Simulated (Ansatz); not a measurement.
**Telling isomers of C2H7FSn apart by their spectra**

These gas-phase data were calculated for one isomer of C2H7FSn at PBE0-D3(BJ)/def2-SVP (harmonic, unscaled wavenumbers; equilibrium rotational constants with average atomic masses):

| Quantity | Value |
| --- | --- |
| rotational constants | 5.884, 2.727, 2.043 GHz |
| all wavenumbers above 1500 cm⁻¹ | 3158, 3141, 3133, 3079, 3050, 1940, 1931 |

Candidates:

(1) `C[CH2][SnH2][F]`, a singlet
(2) `[CH3][SnH]([CH3])[F]`, a singlet
(3) `FC[CH2][SnH3]`, a singlet

Task: Which candidate do the data belong to?

Result: Candidate (1). 2 modes lie between 1650 and 2000 cm⁻¹, one for each Sn–H bond, while (2) has 1, (3) has 3.

The same quantities for all candidates:

```tsv
	rotational constants (GHz)	wavenumbers above 1500 cm⁻¹	E above the lowest, PBE0-D3(BJ)/def2-SVP (kcal/mol)
(1)	5.884, 2.727, 2.043	3158, 3141, 3133, 3079, 3050, 1940, 1931	7.6
(2)	4.308, 3.846, 2.58	3198, 3198, 3189, 3189, 3074, 3073, 1925	0.0
(3)	9.445, 1.864, 1.656	3160, 3108, 3090, 3050, 1950, 1933, 1924	33.9
```

Harmonic stretches to hydrogen usually lie a few per cent above observed fundamentals. Each candidate is one conformer. Atoms past krypton carry core potentials. Programs: Ansatz 0.2.0.
